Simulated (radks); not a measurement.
Q: Si3+, 11 electrons, occupied as [Ne] 3s1 (the NIST ground configuration). All-electron calculation, scalar-relativistic Kohn-Sham, LDA (Slater exchange, Perdew-Wang correlation), spin-polarised, spherical densities, finite nucleus; open shells are filled with parallel spins first; Fermi nuclear charge, rms radius 3.1224 fm. Program: a radial shooting solver on a logarithmic mesh with Libxc functionals. Some entries of the table are withheld. Estimate them.

orbital,occ.,eigenvalue (eV),<r> (bohr),<1/r> (bohr^-1)
1s up,1,-1816.188,(1),13.60
1s down,1,-1815.969,(2),13.59
2s up,1,-175.2199,0.5687,2.578
2s down,1,-174.9309,0.5679,2.580
2p up,3,(3),0.5354,2.469
2p down,3,(4),0.5339,2.473
3s up,1,-40.5091,1.833,0.7508
3s down,0,-38.0978,1.848,0.7478

A: 
(1) 1s up <r> (bohr): 0.1116
(2) 1s down <r> (bohr): 0.1116
(3) 2p up eigenvalue (eV): -132.1646
(4) 2p down eigenvalue (eV): -131.8618
